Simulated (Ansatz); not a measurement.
Cartesian coordinates in Å:
```
N 0.916 -1.168 -1.124
Si 0.397 0.258 -0.404
F 1.255 1.404 -1.089
C -0.048 0.342 1.359
C -1.263 0.646 0.875
O -1.260 0.682 -0.503
H 1.355 -1.184 -2.029
H 0.594 -2.072 -0.825
H 0.266 0.237 2.382
H -2.213 0.857 1.358
```

The species carries charge 0 and has multiplicity 1.

Task: List the PBE0/def2-TZVPP orbital energies in eV (Ansatz 0.2.0). (Best estimate.)

Result: Computed: Occupied: -1804.04, -673.80, -522.86, -391.27, -280.39, -277.84, -146.12, -100.85, -100.80, -100.76, -33.25, -29.35, -24.28, -21.10, -17.03, -14.96, -14.44, -14.20, -13.43, -12.98, -12.17, -11.95, -11.36, -9.97, -9.34, -8.29, -6.97. Lowest empty: -0.30, 0.86, 2.00, 2.23, 2.50, 2.70, 3.02, 3.63.
